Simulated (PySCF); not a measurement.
A calculated (M06-2X, PySCF 2.14, cc-pVDZ-X2C, the spin-free X2C one-electron Hamiltonian (Gaussian nucleus)) atom or ion has these occupied shells.

```tsv
shell	electrons	orbital energy (eV)	rms radius, mean of both spins (bohr)
1s	2	-4013.4	0.0889
2s	2	-435.65	0.394
2p	6	-353.38	0.362
3s	2	-53.943	1.24
3p	6	-32.457	1.38
4s	2	-4.970	4.29
```

(1) Name the element and its charge.

Results:

(1) Ca (calcium, neutral), in [Ar] 4s2, closed-shell 1S.
